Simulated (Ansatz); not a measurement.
Cl$_{3}$H$_{2}$InS (`[SH2+][In-]([Cl])([Cl])[Cl]`), relaxed with RKS PBE-D4/def2-SVP in Ansatz 0.2.0 from a rough embedded geometry. The force threshold is 0.03 eV/Å; the program also tests the step.

Charge 0, multiplicity 1. In takes the def2 core potential.

Start:

```xyz
7

S    -0.174   -1.449   -0.596
In    0.375    0.685    0.281
Cl    2.714    0.816    0.485
Cl   -0.337    2.394   -1.139
Cl   -0.641    0.997    2.426
H    -0.910   -1.322   -1.773
H    -1.028   -2.120    0.317
```

(1) By how much does the energy fall, and how many steps does the optimiser take? (An estimate is asked.)

(2) Which bonds change most? (An estimate is asked.)

(3) Give the relaxed structure. (Best estimate.)

## Answers

(1) Ansatz gave: 22.83 kcal/mol, in 7 steps.

(2) Ansatz gave: S1–In2 from 2.371 to 2.776 Å; S1–H7 from 1.419 to 1.368 Å; In2–Cl4 from 2.333 to 2.374 Å; S1–H6 from 1.394 to 1.367 Å.

(3) Ansatz gave: 
```xyz
7

S    -0.147   -1.642   -0.659
In    0.555    0.843    0.360
Cl    2.900    0.870    0.552
Cl   -0.501    2.009   -1.418
Cl   -0.767    0.508    2.305
H    -0.972   -0.940   -1.493
H    -1.068   -1.646    0.352
```
